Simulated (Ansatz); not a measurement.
Species: C4H5S (charge 0, doublet). It need not be the lowest isomer of its formula. 
Geometry from a B3LYP-D3(BJ)/def2-TZVP (Ansatz, a first-principles code) optimisation:
```xyz
10

C     -1.2718     0.0450     0.0580
C     -0.7928    -1.2562    -0.0693
C      0.5727    -1.3650    -0.1366
C      1.3002    -0.0594    -0.0604
S     -0.0042     1.2316     0.1014
H     -2.3018     0.3541     0.1274
H     -1.4587    -2.1079    -0.1108
H      1.1116    -2.2959    -0.2361
H      1.9710     0.0069     0.8016
H      1.8960     0.1511    -0.9538
```
Charge 0, spin multiplicity 2.

### Question
Give the harmonic wavenumbers at B3LYP-D3(BJ)/def2-TZVP (Ansatz, finite differences of forces, unscaled).

### Answer
190, 471, 541, 575, 616, 661, 759, 849, 874, 914, 968, 1073, 1101, 1113, 1238, 1281, 1396, 1452, 1481, 3009, 3030, 3190, 3214, 3246 cm⁻¹. Zero-point energy 47.5 kcal/mol.

### Question
From these and the geometry, give the ideal-gas thermochemistry at 298.15 K and 1 atm (rigid rotor, harmonic oscillator).

### Answer
Point group Cs, rotational symmetry number 1. Rotational constants 7.309, 4.953, 3.007 GHz. S(trans) 39.24, S(rot) 25.49, S(vib) 5.91, S(elec, spin only) 1.38, S 72.0 cal/(mol K). H(298) - H(0) 3.56 kcal/mol; G - E(el) 29.6 kcal/mol.
